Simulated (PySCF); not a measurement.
# What a mistake does to a calculation on Al2BH2N

These are calculations, not measurements. They come from PySCF 2.14.0, an open-source quantum chemistry program, on an isolated molecule that a program drew, which may never have been made. The molecule is Al2BH2N (charge 0, singlet), drawn as the SMILES string `[Al][N]=[B][AlH2]`.

Each row is a Hartree-Fock (HF) and frozen-core CCSD(T) single point in the cc-pV(D+d)Z basis, meant for a local HF minimum. Run 1 is clean. Each other run has one planted mistake out of seven kinds, and not every kind appears here: one electron removed, one electron added, multiplicity raised by two, geometry at a saddle point, minimal basis STO-3G, one bond length entered in bohr, all coordinates scaled. The reference is restricted for singlets and unrestricted otherwise, and also for a bond in bohr. Adding or removing an electron swaps singlet and doublet. Electrons count all cores. HOMO and LUMO are orbital energies over both spins, the gradient is its largest component, and the lowest frequency (negative if imaginary) is given only where the gradient is small. Bond lengths are over the 5 bonds as drawn. T1 is the CCSD diagnostic: over 0.02 (restricted) or 0.045 (unrestricted) a single reference is doubtful.

Geometry of the clean run:
```xyz
6
Al2BH2N, angstrom
Al   -2.8105    1.3767    0.1335
N    -1.2583    0.6954   -0.4609
B    -0.1714    0.2183   -0.8784
Al    1.6661   -0.5885   -1.5836
H     2.2092   -1.9355   -0.9712
H     2.4657    0.1689   -2.7112
```

```
run  electrons  basis functions  <S^2>  HOMO (eV)  LUMO (eV)  gradient (hartree/bohr)  lowest frequency (cm^-1)  mean bond (Å)  longest bond (Å)      T1  HF (hartree)  CCSD(T) (hartree)                          mistake
  1         40               84  0.000      -8.11       0.30                  1.7e-05                        73         1.6668             2.127  0.0178    -564.17385         -564.56665                         no fault
  2         40               84  2.013      -5.80       0.09                  1.3e-02                         -         1.6668             2.127  0.0258    -564.10052         -564.46697       multiplicity raised by two
  3         40               30  0.000      -4.50       8.12                  7.3e-02                         -         1.6668             2.127  0.0198    -557.30502         -557.52103             minimal basis STO-3G
  4         40               84  1.429      -8.05       0.45                  5.6e-02                         -         1.8907             2.378  0.0919    -563.88580         -564.28013  one bond length entered in bohr
  5         40               84  0.000      -8.22       0.28                  3.5e-02                         -         1.7135             2.187  0.0189    -564.16929         -564.56626                                ?
  6         41               84  0.763      -0.67       4.84                  5.9e-02                         -         1.6668             2.127  0.0230    -564.17979         -564.58621                                ?
```

**Which mistake was planted in run 5, and what did it cost?**

The mean and the longest bond both change by the same factor, 1.028, and the gradient is no longer small. So the mistake is: all coordinates scaled. Subtracting run 1 and multiplying by 627.51 kcal/mol a hartree, the energy moved by 2.9 kcal/mol in HF and 0.2 kcal/mol in CCSD(T).

**Which mistake was planted in run 6, and what did it cost?**

It counts 41 electrons, one more than the clean run, at the same geometry and basis. So the mistake is: one electron added. Subtracting run 1 and multiplying by 627.51 kcal/mol a hartree, the energy moved by -3.7 kcal/mol in HF and -12.3 kcal/mol in CCSD(T).

Cautions from the logs. Run 4: T1 is over the limit, so its CCSD(T) energy is less reliable.
